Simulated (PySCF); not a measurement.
silylmethoxysilane (CH8OSi2), SMILES O(C[SiH3])[SiH3].

Geometry: B3LYP-D3(BJ)/def2-SVP. One conformer was computed; it need not be the lowest.

Level of theory: CAM-B3LYP/def2-TZVP (PySCF).

Isolated molecule, no solvent.

Computed frontier levels, gap, dipole moment and polarisability:
| Item | Result |
|---|---|
| highest occupied level | -9.06 eV |
| lowest empty level | 1.01 eV |
| orbital gap | 10.07 eV |
| dipole moment | 0.99 D |
| quadrupole, principal values (traceless, Buckingham form, about the centre of nuclear charge) | -2.52, -0.42, 2.93 D·Å |
| mean static polarisability | 68.5 bohr³ (10.16 Å³) |
| polarisability, principal values | 61.4, 65.0, 79.3 bohr³ |
